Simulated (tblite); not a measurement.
CH9PSi2.
Bonds: C1–Si2, Si2–Si3, Si3–P4. Hydrogens: H5, H6, H7 on C1; H8, H9 on Si2; H10, H11 on Si3; H12, H13 on P4.

Computed with GFN2-xTB (tblite), gas phase: Langevin dynamics at 600 K from the optimised GFN2-xTB geometry, time step 0.5 fs, friction 0.01 fs⁻¹, 2000 steps.

Start geometry:
```
atom  x, y, z in Å
C1     -2.341   -0.145   -0.644
Si2    -0.722   -0.739    0.152
Si3     1.026    0.588   -0.614
P4      2.980   -0.277    0.070
H5     -2.546    0.890   -0.388
H6     -3.188   -0.739   -0.314
H7     -2.296   -0.211   -1.727
H8     -0.893   -0.666    1.613
H9     -0.545   -2.164   -0.165
H10     1.170    0.657   -2.076
H11     0.933    1.995   -0.186
H12     2.729   -0.091    1.415
H13     3.688    0.904   -0.015
```

The statistics below take the 31 frames saved every 25 fs from 250 to 1000 fs; their kinetic temperature (all 3N coordinates) averages 551 K.

Question: Give the mean, spread and extremes of the bond lengths.

Answer: 
```tsv
bond	start (Å)	mean (Å)	standard deviation (Å)	shortest (Å)	longest (Å)
C1–Si2	1.899	1.922	0.077	1.795	2.121
Si2–Si3	2.325	2.354	0.064	2.230	2.498
Si3–P4	2.243	2.264	0.049	2.181	2.391
C1–H5	1.086	1.099	0.048	1.021	1.218
C1–H6	1.086	1.097	0.047	1.010	1.205
C1–H7	1.086	1.094	0.038	1.009	1.182
Si2–H8	1.473	1.496	0.060	1.398	1.635
Si2–H9	1.470	1.488	0.061	1.359	1.669
Si3–H10	1.471	1.478	0.044	1.398	1.598
Si3–H11	1.474	1.487	0.054	1.401	1.626
P4–H12	1.381	1.399	0.055	1.316	1.521
P4–H13	1.379	1.394	0.049	1.323	1.520
```

Question: Follow the torsion C1–Si2–Si3–P4 through every second one of these frames.

Answer: 
```csv
t (fs),C1–Si2–Si3–P4 (°)
250,123
300,126
350,120
400,105
450,112
500,106
550,91
600,89
650,84
700,80
750,78
800,76
850,89
900,101
950,97
1000,81
```

Largest departure from the start value over all these frames: C1–Si2–Si3–P4 115° (start -172°).

Question: How widely does the potential energy scatter, against a harmonic estimate?

Answer: Mean 0.80 eV above the start, standard deviation 0.264 eV, range 0.42 to 1.31 eV. For 33 classical harmonic modes at 600 K the canonical values are 33kT/2 = 0.85 eV and kT·√(33/2) = 0.210 eV.

The run is classical and short, so these are rough statistics of one trajectory.

What follows is the cost of the whole dynamics run. Time: 18 s of wall time; peak memory 0.18 GiB. Hardware: an Arm Neoverse N1 with one thread, shared host with 64 logical CPUs at a one-minute load of 43.
